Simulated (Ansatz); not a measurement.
Ansatz (a program for electronic structure) input (CCSD(T)/def2-QZVPPD):
A basis named .json is the Basis Set Exchange file of that set.

Ansatz 0.2 input:
```yaml
crystal:
  periodic: [false, false, false]
  atoms:
    - {symbol: C, position_ang: [-0.00000000, -0.00000000, -0.62355894]}
    - {symbol: C, position_ang: [0.00000000, 0.00000000, 0.62355894]}
basis:
  gaussian:
    orbitals: def2-QZVPPD.json
magnetization: {spin_polarized: false}
correlation: {method: ccsd_t, electrons: outside_noble_gas}
```

End of the output:

```
integrals: 0.21 GiB planned
752 factors; integrals over basis functions are off by at most 1.1e-3 eV
mean field: 0.24 GiB planned
mean field evaluation 1: about -2051.6933 eV, gradient 9.5e0 eV
mean field evaluation 2: about -2051.6945 eV, gradient 9.5e0 eV
mean field evaluation 4: about -2051.9074 eV, gradient 7.4e-1 eV
mean field evaluation 8: about -2051.9096 eV, gradient 8.5e-5 eV
mean field evaluation 16: about -2052.8705 eV, gradient 1.7e0 eV
mean field evaluation 32: about -2052.9249 eV, gradient 4.7e-1 eV
mean field evaluation 64: about -2051.8263 eV, gradient 1.5e1 eV
mean field evaluation 96: about -2052.2657 eV, gradient 3.7e0 eV
mean field evaluation 128: about -2052.9122 eV, gradient 2.9e0 eV
mean field -2052.94596613 eV, -75.4443727184 hartree, gradient 1.1e-6 eV, S^2 0.000000; 11 other end points of the search recorded, 0 dependent functions left out; unrestricted orbitals would lower it
mean field evaluation 160: about -2054.1719 eV, gradient 2.8e0 eV
determinant -2052.94596613 eV, -75.4443727184 hartree, with singles and doubles -2060.31944876 eV, -75.7153432072 hartree
determinant -2051.90959020 eV, -75.4062866056 hartree, with singles and doubles -2061.95284848 eV, -75.7753695399 hartree
determinant -2052.94596613 eV, -75.4443727184 hartree, with singles and doubles -2060.11265766 eV, -75.7077437744 hartree
determinant -2051.90959020 eV, -75.4062866056 hartree, with singles and doubles -2061.69360209 eV, -75.7658424106 hartree
mean field evaluation 192: about -2055.1727 eV, gradient 1.9e-2 eV
mean field evaluation 224: about -2054.4962 eV, gradient 3.0e0 eV
mean field evaluation 256: about -2054.1599 eV, gradient 1.8e-3 eV
unrestricted determinant -2055.17271979 eV, -75.5262044062 hartree, S^2 1.6872
2 core orbitals not correlated
reference -2051.90959020 eV, -75.4062866056 hartree; 4, 4 occupied and 120, 120 virtual orbitals, 752 factors
second order -10.09607543 eV of doubles, -0.00000000 eV of singles
coupled cluster: 0.44 GiB planned
cycle   1  -8.51448657 eV  change     1.6e0 eV  update   1.9e-1
cycle   2  -9.35578205 eV  change   -8.4e-1 eV  update   9.6e-2
cycle   3  -9.66860039 eV  change   -3.1e-1 eV  update   4.3e-2
cycle   4  -9.77633315 eV  change   -1.1e-1 eV  update   1.5e-2
cycle   5  -9.78401261 eV  change   -7.7e-3 eV  update   3.2e-3
cycle   6  -9.77833898 eV  change    5.7e-3 eV  update   9.9e-4
cycle   7  -9.78153452 eV  change   -3.2e-3 eV  update   5.0e-4
cycle   8  -9.78153556 eV  change   -1.0e-6 eV  update   2.7e-4
cycle   9  -9.78131325 eV  change    2.2e-4 eV  update   9.9e-5
cycle  10  -9.78162317 eV  change   -3.1e-4 eV  update   3.5e-5
cycle  11  -9.78159962 eV  change    2.4e-5 eV  update   9.8e-6
cycle  12  -9.78160095 eV  change   -1.3e-6 eV  update   2.4e-6
coupled cluster: 0.44 GiB planned
perturbative correction -0.95679287 eV, -0.0351614896 hartree
WARN: the results are in doubt because among natural orbitals full CI differs from the method by -0.081 eV
Total energy: -2062.64798403 eV, -75.8009152999 hartree
In doubt: among natural orbitals full CI differs from the method by -0.081 eV
```

This is an excited singlet: at this geometry the triplet lies 0.96 eV lower at wB97M-V/def2-TZVPD.

The program attaches cautions to this result: large difference.
